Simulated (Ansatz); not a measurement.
Consider the ligand exchange at the Si–C bond: `N=C[SiH2][SeH]` + CH₃OH → `CO[SiH2][SeH]` + `C=N`.

Calculated with Ansatz (gas phase, PBE0-D4/def2-TZVP geometries, no zero-point term in ΔE). CCSD(T)/CBS is the MP2 limit (def2-TZVPP, def2-QZVPP) plus CCSD(T) − MP2 in def2-TZVPP, frozen cores. This one scheme is used for every species. For Se outer-core shells are correlated without core-valence functions, which leaves a few kJ/mol of doubt a bond. Scalar relativity is left out up to krypton. One conformer a species, not always the lowest.

```tsv
species	CCSD(T)/def2-TZVPP energy (Eh)
`N=C[SiH2][SeH]`	-2784.88249
CH₃OH	-115.55534
`CO[SiH2][SeH]`	-2806.00134
`C=N`	-94.47530
```

Problem. Work out ΔE.

Solution. ΔE = (-2806.00134) + (-94.47530) − (-2784.88249) − (-115.55534) = -0.03881 Eh = -24.4 kcal/mol. CCSD(T)/CBS gives -24.1 kcal/mol.

Largest T1 diagnostic among the species: 0.012.

In def2-TZVPP, CCSD(T) changes the Hartree–Fock value by +3.1 kcal/mol (the triples alone add +0.5 kcal/mol) and MP2 by +2.6 kcal/mol. From PBE to PBE0 (25 % exact exchange), in def2-TZVPP and without D4, ΔE moves by −1.1 kcal/mol.
